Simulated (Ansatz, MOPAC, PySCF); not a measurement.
Noncovalent pair: CH2O (SMILES C=O) (first 4 atoms) with GeH4 (SMILES [GeH4]); geometry from B3LYP-D3(BJ)/def2-TZVP.
(charge 0, multiplicity 1):
```xyz
9

C      0.3917    -0.2763    -0.1906
O      0.8273     0.5195     0.5945
H     -0.2521    -1.1179     0.1281
H      0.6116    -0.2092    -1.2728
Ge    -0.1477    -0.2065     3.6193
H     -0.7140    -1.1814     2.5733
H     -0.6343     1.2172     3.3264
H      1.3840    -0.2666     3.6158
H     -0.6654    -0.6411     5.0037
```

Monomers are frozen at their geometry in the pair; levels with a basis set take the counterpoise correction. Rows marked so take none.

Rows in 3-21G carry no dispersion term and start afresh at each structure; the Pople sets are all-electron and without relativity. The state reached by PM7 isn't checked; PM7 holds dispersion and hydrogen-bond terms.

Programs: Ansatz (Gaussian basis) for Hartree–Fock, density functionals and correlated methods; MOPAC for PM7 (differences of heats of formation); PySCF for 3-21G rows, the dispersion terms. Each number belongs to the level named beside it.

Question: One of these levels gives -7.2 kJ/mol for the interaction energy. Name it.
A. BLYP/def2-TZVPPD
B. B3LYP/3-21G (no counterpoise)
C. r2SCAN-D4/def2-TZVPPD
D. PM7

Answer: C, r2SCAN-D4/def2-TZVPPD. The others give -4.0 (PM7), 1.4 (BLYP/def2-TZVPPD), -22.6 (B3LYP/3-21G (no counterpoise))

Ansatz is a first-principles code.
